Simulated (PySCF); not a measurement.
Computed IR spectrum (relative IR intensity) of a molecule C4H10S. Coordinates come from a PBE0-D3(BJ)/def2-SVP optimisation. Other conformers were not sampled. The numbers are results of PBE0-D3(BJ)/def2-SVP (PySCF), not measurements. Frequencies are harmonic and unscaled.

```csv
ν (cm⁻¹),relative intensity
210,26
259,22
285,2.5
304,5.8
397,2.3
606,8.1
846,2.0
881,8.7
1049,5.5
1193,100
1253,9.8
1381,75
1404,6.0
1469,48
1485,23
2707,18
3042,41
3046,69
3053,41
3138,84
3149,40
3157,16
3162,72
```

### Question
Which structure fits?
A) CCSCC
B) CC(C)(C)S
C) CC[C@H](C)S
D) CCCSC

### Answer
B, CC(C)(C)S
